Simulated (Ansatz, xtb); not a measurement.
Relaxing a trial structure of C2H2Al2

The starting geometry of this gas-phase triplet was built from a drawn formula by distance geometry and a force field; its bonds are those of `[C]1[Al]2[CH2][Al]12`.

```xyz
6

C     0.4527    1.8965   -2.7901
C     2.1555    0.7971   -2.8678
Al    0.6868    0.5329   -4.2321
Al    0.5903    0.2748   -1.6542
H     2.6970    1.7465   -2.7051
H     2.8630   -0.0533   -2.8906
```

**Question.** Predict what it relaxes into with r2SCAN-D4/def2-SVP.

**Answer.** It rearranges, giving a structure given below by its coordinates. Contacts that open: C2–Al3 (2.02 → 2.95 Å), C2–Al4 (2.05 → 3.22 Å). Contacts that close: C1–C2 (2.03 → 1.35 Å).

The energy falls by 2.99 eV over 29 steps:

```csv
step,E − E(last) (eV)
1,2.985
4,1.871
7,1.315
10,0.899
13,0.752
17,0.444
20,0.217
23,0.025
26,0.003
29,0.000
```

Final geometry (Å):

| atom | x (Å) | y (Å) | z (Å) |
| --- | --- | --- | --- |
| C | 1.2278 | 0.7758 | -2.5435 |
| C | 2.5254 | 0.7487 | -2.9222 |
| Al | -0.2185 | 0.7283 | -3.9924 |
| Al | -0.2741 | 1.4590 | -1.5054 |
| H | 3.2889 | 1.3850 | -2.4474 |
| H | 2.8957 | 0.0978 | -3.7290 |

From the same start GFN2-xTB ends elsewhere, differing in C2–Al3 (2.11 against 2.95 Å here), Al3–Al4 (3.83 against 2.59 Å here).

No frequencies were run, so the end isn't proven a minimum. Open shells are spin-unrestricted. The triplet needn't be the ground state. Run with Ansatz 0.2.0, 5.9 min on 1 thread of Arm Neoverse V1, with other jobs on the host.
